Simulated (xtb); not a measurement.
xtb input (GFN1-xTB):

```bash
xtb mol.xyz --gfn 1 --sp --chrg 1 --uhf 0
```
mol.xyz:
```
5

C     -1.75786059    -0.12937780     0.05453946
Te     0.32399535     0.01829104    -0.00811740
H     -2.14767649    -0.83792228    -0.67194852
H     -2.13830036    -0.23195878     1.06771231
H     -2.01461791     0.89501381    -0.30089565
```

Output:

```
           -------------------------------------------------
          |                Calculation Setup                |
           -------------------------------------------------

           -------------------------------------------------
          |                 G F N 1 - x T B                 |
           -------------------------------------------------

        Reference                      10.1021/acs.jctc.7b00118
      * Hamiltonian:
        H0-scaling (s, p, d)           1.850000    2.250000    2.000000
        zeta-weighting                 0.000000
      * Dispersion:
        s8                             2.400000
        a1                             0.630000
        a2                             5.000000
        s9                             0.000000
      * Repulsion:
        kExp                           1.500000
        rExp                           1.000000
      * Coulomb:
        alpha                          2.000000
        third order                    atomic
        anisotropic                    false
      * Halogen bond correction:
        rad-scale                      1.300000
        damping                        0.440000

          ...................................................
          :                      SETUP                      :
          :.................................................:
          :  # basis functions                  20          :
          :  # atomic orbitals                  19          :
          :  # shells                           11          :
          :  # electrons                        12          :
          :  # halogen bonds                     0          :
          :  max. iterations                   250          :
          :  Hamiltonian                  GFN1-xTB          :
          :  restarted?                      false          :
          :  GBSA solvation                  false          :
          :  PC potential                    false          :
          :  electronic temp.          300.0000000     K    :
          :  accuracy                    1.0000000          :
          :  -> integral cutoff          0.2500000E+02      :
          :  -> integral neglect         0.1000000E-07      :
          :  -> SCF convergence          0.1000000E-05 Eh   :
          :  -> wf. convergence          0.2000000E-04 e    :
          :  Broyden damping             0.4000000          :
          :  net charge                          1          :
          :  unpaired electrons                  0          :
          ...................................................

 iter      E             dE          RMSdq      gap      omega  full diag
   1     -6.9522083 -0.695221E+01  0.675E+00    0.09       0.0  T
   2     -6.9540504 -0.184214E-02  0.328E+00    0.14       1.0  T
   3     -6.9357544  0.182960E-01  0.356E+00    0.07       1.0  T
   4     -6.9724695 -0.367152E-01  0.687E-01    0.09       1.0  T
   5     -6.9747183 -0.224878E-02  0.985E-02    0.10       1.0  T
   6     -6.9747946 -0.762983E-04  0.288E-02    0.10       1.6  T
   7     -6.9747998 -0.521671E-05  0.140E-03    0.10      31.8  T
   8     -6.9747998  0.165874E-08  0.487E-04    0.10      91.9  T
   9     -6.9747998 -0.121169E-08  0.281E-04    0.10     158.9  T
  10     -6.9747998 -0.546717E-09  0.484E-07    0.10   92421.8  T
  11     -6.9747998 -0.177636E-14  0.904E-08    0.10  100000.0  T

   *** convergence criteria satisfied after 11 iterations ***

         #    Occupation            Energy/Eh            Energy/eV
      -------------------------------------------------------------
         1        2.0000           -1.4439803             -39.2927
         2        2.0000           -0.8864110             -24.1205
         3        2.0000           -0.7875677             -21.4308
         4        2.0000           -0.7845346             -21.3483
         5        2.0000           -0.7571251             -20.6024
         6        1.7618           -0.6948409             -18.9076 (HOMO)
         7        0.2382           -0.6910391             -18.8041 (LUMO)
         8                         -0.4982211             -13.5573
         9                         -0.3465583              -9.4303
        10                         -0.3329371              -9.0597
        11                         -0.3280913              -8.9278
       ...                                ...                  ...
        19                          0.1624785               4.4213
      -------------------------------------------------------------
                  HL-Gap            0.0038018 Eh            0.1035 eV
             Fermi-level           -0.6929400 Eh          -18.8559 eV

 SCC (total)                   0 d,  0 h,  0 min,  0.003 sec
 SCC setup                      ...        0 min,  0.000 sec (  3.225%)
 Dispersion                     ...        0 min,  0.000 sec (  1.599%)
 classical contributions        ...        0 min,  0.000 sec (  0.918%)
 integral evaluation            ...        0 min,  0.001 sec ( 18.874%)
 iterations                     ...        0 min,  0.002 sec ( 44.195%)
 molecular gradient             ...        0 min,  0.001 sec ( 25.275%)
 printout                       ...        0 min,  0.000 sec (  4.487%)

         :::::::::::::::::::::::::::::::::::::::::::::::::::::
         ::                     SUMMARY                     ::
         :::::::::::::::::::::::::::::::::::::::::::::::::::::
         :: total energy              -6.919521386835 Eh    ::
         :: gradient norm              0.012844901049 Eh/a0 ::
         :: HOMO-LUMO gap              0.103452244670 eV    ::
         ::.................................................::
         :: SCC energy                -6.974799833554 Eh    ::
         :: -> electrostatic           0.148092476753 Eh    ::
         :: repulsion energy           0.056322203269 Eh    ::
         :: dispersion energy         -0.001043756550 Eh    ::
         :: halogen bond corr.         0.000000000000 Eh    ::
         :: add. restraining           0.000000000000 Eh    ::
         :: total charge               1.000000000000 e     ::
         :::::::::::::::::::::::::::::::::::::::::::::::::::::

           -------------------------------------------------
          |                Property Printout                |
           -------------------------------------------------

    * Orbital Energies and Occupations

         #    Occupation            Energy/Eh            Energy/eV
      -------------------------------------------------------------
         1        2.0000           -1.4439803             -39.2927
         2        2.0000           -0.8864110             -24.1205
         3        2.0000           -0.7875677             -21.4308
         4        2.0000           -0.7845346             -21.3483
         5        2.0000           -0.7571251             -20.6024
         6        1.7618           -0.6948409             -18.9076 (HOMO)
         7        0.2382           -0.6910391             -18.8041 (LUMO)
         8                         -0.4982211             -13.5573
         9                         -0.3465583              -9.4303
        10                         -0.3329371              -9.0597
        11                         -0.3280913              -8.9278
        12                         -0.3232133              -8.7951
        13                         -0.3229608              -8.7882
        14                         -0.2606563              -7.0928
        15                         -0.2510444              -6.8313
        16                         -0.0412597              -1.1227
        17                          0.0324493               0.8830
       ...                                ...                  ...
Note: The following floating-point exceptions are signalling: IEEE_UNDERFLOW_FLAG IEEE_DENORMAL
normal termination of xtb
        19                          0.1624785               4.4213
      -------------------------------------------------------------
                  HL-Gap            0.0038018 Eh            0.1035 eV
             Fermi-level           -0.6929400 Eh          -18.8559 eV

  Mulliken/CM5 charges         n(s)   n(p)   n(d)
     1C    -0.00423 -0.16332   1.063  2.942  0.000
     2Te    0.56879  0.57671   1.993  3.454 -0.016
     3H     0.13403  0.18493   0.866  0.000  0.000
     4H     0.13403  0.18493   0.866  0.000  0.000
     5H     0.16738  0.21675   0.833  0.000  0.000

Wiberg/Mayer (AO) data.
largest (>0.10) Wiberg bond orders for each atom

 ---------------------------------------------------------------------------
     #   Z sym  total        # sym  WBO       # sym  WBO       # sym  WBO
 ---------------------------------------------------------------------------
     1   6 C    3.893 --     2 Te   1.161     4 H    0.949     3 H    0.949
                             5 H    0.833
     2  52 Te   1.298 --     1 C    1.161     5 H    0.111
     3   1 H    0.965 --     1 C    0.949
     4   1 H    0.965 --     1 C    0.949
     5   1 H    0.947 --     1 C    0.833     2 Te   0.111
 ---------------------------------------------------------------------------

Topologies differ in total number of bonds
Writing topology from bond orders to xtbtopo.mol

 dipole moment from electron density (au)
     X       Y       Z
  -1.2719   0.0803  -0.0211  total (Debye):    3.240

           -------------------------------------------------
          | TOTAL ENERGY               -6.919521386835 Eh   |
          | GRADIENT NORM               0.012844901049 Eh/α |
          | HOMO-LUMO GAP               0.103452244670 eV   |
           -------------------------------------------------

------------------------------------------------------------------------
------------------------------------------------------------------------
 total:
 SCF:
```
